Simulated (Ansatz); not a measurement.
`N=C(N)[SiH2]Cl`. Total charge 0; spin multiplicity 1. The geometry is a stationary point of PBE0-D4/def2-TZVP. It is one conformer, not always the lowest.

```xyz
10

N    -0.535   -1.205    1.089
C    -0.375   -0.190    0.331
N    -1.214    0.848    0.101
Si    1.312   -0.291   -0.501
Cl    1.550    1.345   -1.753
H    -1.432   -1.216    1.580
H    -0.963    1.567   -0.554
H    -2.125    0.887    0.526
H     1.398   -1.508   -1.332
H     2.385   -0.238    0.513
```

(1) What is the dipole moment at PBE/def2-TZVPP? (Estimate.)

(2) And with r2SCAN, B3LYP, ωB97M-V? (Estimate.)

(3) Give the Mulliken charges with PBE, r2SCAN, B3LYP in def2-TZVPP. (Estimate.)

Results:

(1) Computed: 2.77 D, with components (-2.28, 1.58, 0.10) D in this frame, pointing from negative to positive charge.

(2) Computed: r2SCAN 2.79 D, B3LYP 2.71 D, ωB97M-V 2.71 D.

(3) Computed: 
```
atom    PBE  r2SCAN  B3LYP
  N1  -0.30   -0.39  -0.34
  C2   0.04    0.12   0.08
  N3  -0.26   -0.32  -0.28
 Si4   0.42    0.53   0.50
 Cl5  -0.25   -0.28  -0.28
  H6   0.11    0.11   0.10
  H7   0.17    0.19   0.17
  H8   0.16    0.16   0.15
  H9  -0.04   -0.06  -0.05
 H10  -0.04   -0.06  -0.05
```

B3LYP here is the variant with VWN-RPA as its local correlation; programs differ in this.
